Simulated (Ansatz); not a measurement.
Reaction (formal exchange of groups at the Si–C bond): `CC[SiH2][SiH2]F` + `O[SiH3]` → `O[SiH2][SiH2][SiH2]F` + `CC`

Program: Ansatz. Geometries: PBE0-D4/def2-TZVP. ΔE: electronic, gas phase. CCSD(T)/CBS is the MP2 limit (def2-TZVPP, def2-QZVPP) plus CCSD(T) − MP2 in def2-TZVPP, frozen cores. This one scheme is used for every species. Functionals use def2-TZVPP. One conformer a species, not always the lowest.

`CC[SiH2][SiH2]F`:

```xyz
14

C    -2.305    0.205    0.229
C    -0.916    0.428   -0.362
Si    0.440   -0.519    0.535
Si    2.554   -0.125   -0.396
F     2.869    1.454   -0.369
H    -2.347    0.516    1.275
H    -3.065    0.772   -0.315
H    -2.590   -0.850    0.190
H    -0.895    0.135   -1.417
H    -0.655    1.492   -0.339
H     0.191   -1.989    0.455
H     0.463   -0.147    1.979
H     2.618   -0.561   -1.818
H     3.640   -0.811    0.354
```

`O[SiH3]`:

Cartesian coordinates in Å:
```
O 0.160 1.132 -0.580
Si -0.096 -0.237 0.302
H 0.475 1.033 -1.478
H -1.121 -1.113 -0.329
H -0.571 0.218 1.629
H 1.153 -1.033 0.457
```

`O[SiH2][SiH2][SiH2]F`:

Z-matrix (Å, degrees):
```
Si
Si 1 2.340
O 1 1.656 2 104.5
H 1 1.492 2 110.2 3 -119.4
H 1 1.491 2 112.9 3 121.0
Si 2 2.341 1 106.2 3 37.9
H 2 1.490 1 109.6 3 157.4
H 2 1.489 1 111.2 3 -82.3
H 3 0.958 1 118.0 2 179.0
F 6 1.608 2 110.7 1 171.3
H 6 1.486 2 110.5 1 52.5
H 6 1.484 2 111.1 1 -69.2
```

`CC`:

Cartesian coordinates in Å:
```
C -0.079 0.588 -0.474
C 0.079 -0.588 0.474
H 0.890 0.951 -0.825
H -0.665 0.314 -1.355
H -0.587 1.425 0.010
H -0.890 -0.951 0.825
H 0.665 -0.314 1.355
H 0.587 -1.425 -0.010
```

```tsv
level	ΔE (eV)
PBE0-D4	-0.24
PBE	-0.27
r2SCAN	-0.20
HF/def2-TZVPP	-0.08
CCSD(T)/def2-TZVPP	-0.13
MP2/def2-QZVPP	-0.07
HF/CBS(def2)	-0.07
MP2/CBS(def2)	-0.08
```

Problem. What does CCSD(T)/CBS give? (An estimate is asked.)

Solution. The calculation gave: -0.14 eV. The listed levels differ from it by -0.10, -0.13, -0.06, 0.06, 0.01, 0.07, 0.07, 0.06 eV.

Largest T1 diagnostic among the species: 0.013.

From PBE to PBE0 (25 % exact exchange), in def2-TZVPP and without D4, ΔE moves by +0.03 eV.
